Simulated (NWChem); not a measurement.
# CH4FNOW; SMILES [CH3][W](=[NH])(=[O])[F]

Not confirmed as a minimum by frequencies. def2 effective core potentials on W; no spin-orbit coupling.

**Question.** Give the equilibrium geometry at PBE0/def2-SVP with def2 effective core potentials on W (NWChem) as a Z-matrix, with the point group.

**Answer.** point group C1; any orientation.
```
W
O 1 1.7009
N 1 1.7452 2 109.42
H 3 1.0165 1 149.48 2 -3.35
F 1 1.8797 2 115.34 3 -127.67
C 1 2.1055 2 104.16 3 109.49
H 6 1.1004 1 112.00 2 -55.87
H 6 1.1027 7 108.25 1 120.96
H 6 1.1038 7 108.46 8 118.75
```
